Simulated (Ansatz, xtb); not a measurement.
## Two isomers of B2H2OS

Structure I is `BOB=S`, a singlet and structure II is `B1OBS1`, a singlet. Both are isolated molecules in the gas phase, relaxed with r2SCAN-D4/def2-SVP; the shapes shown needn't be the lowest conformers.

I (Å):

```yaml
atoms:
  - { symbol: B, position_ang: [-1.3454, 3.1614, -0.1377] }
  - { symbol: B, position_ang: [-0.3934, 2.5418, 2.1325] }
  - { symbol: O, position_ang: [-0.4785, 2.9118, 0.8164] }
  - { symbol: S, position_ang: [-2.3681, 3.4825, -1.3571] }
  - { symbol: H, position_ang: [0.7120, 2.4368, 2.5949] }
  - { symbol: H, position_ang: [-1.4099, 2.3438, 2.7501] }
```

II (Å):

```csv
atom,x (Å),y (Å),z (Å)
B,-0.4837,3.5192,1.7072
B,-1.1154,2.0924,0.5591
O,-0.7954,2.1787,1.9103
S,-0.5161,3.6956,-0.1286
H,-0.3385,4.3395,2.5725
H,-1.7294,1.1977,0.0443
```

Question: Which of the two would you expect CCSD(T)/def2-TZVPP electronic energies to favour?

Answer: Structure II; the calculation gives E(II) − E(I) = −0.320 eV.

Level by level:

```csv
level,geometry,E(II) − E(I) (eV),departure from the last row (eV),"job, with rough time for the two"
r2SCAN-D4/def2-SVP,r2SCAN-D4/def2-SVP,−0.316,+0.005,"optimisation, 30 s"
HF/def2-TZVPP,r2SCAN-D4/def2-SVP,−0.027,+0.293,part of the CCSD(T) run
MP2/def2-TZVPP,r2SCAN-D4/def2-SVP,−0.370,−0.050,part of the CCSD(T) run
CCSD(T)/def2-TZVPP,r2SCAN-D4/def2-SVP,−0.320,,"single point, 29 s"
```

As drawn, II has 2 B–S in place of 1 B=S. Structure I has no ring, II a 4-membered ring.

The levels shown agree on the order. The largest departure from CCSD(T)/def2-TZVPP is that of HF/def2-TZVPP, 0.293 eV. Levels run at GFN2-xTB geometries aren't shown.

With harmonic frequencies from r2SCAN-D4/def2-SVP (ideal gas, rigid rotor, one conformer each, 298.15 K, 1 atm): on the last row, ΔE + ΔZPE = −0.318, ΔH = −0.338, ΔG = −0.297 eV.

The correlated steps freeze 8 core orbitals. Codes used: Ansatz 0.2.0; the last row on 2 threads of Arm Neoverse V2 on a shared host.
